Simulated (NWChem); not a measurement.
System: AlH₂Br; SMILES [AlH2][Br]

Here is an NWChem input.

```
start job
memory heap 200 mb stack 900 mb global 1100 mb
geometry units angstroms noautoz
  Al     0.000000     0.000000    -1.568293
  H      0.000000     1.399902    -2.300267
  H      0.000000    -1.399902    -2.300267
  Br     0.000000     0.000000     0.690750
end
basis spherical
  * library 6-31g*
end
dft
  xc m06-2x
  iterations 150
  vectors input atomic output neutral.movecs
end
task dft energy
charge 1
dft
  odft
  mult 2
  vectors input atomic output cation.movecs
end
task dft energy
```

Geometry: optimised at PBE0/def2-SVP.

Ions are spin-unrestricted doublets at the neutral geometry; other ion states weren't tried.

Task: Predict the main results of this run. (M06-2X/6-31G* (spherical d), vertical spin-unrestricted ions.) Quantities: vertical ionisation energy, ΔSCF (eV); −ε(HOMO) (eV).

Result: 
| Quantity | Value |
|---|---|
| vertical ionisation energy, ΔSCF (eV) | 10.72 |
| −ε(HOMO) (eV) | 9.39 |
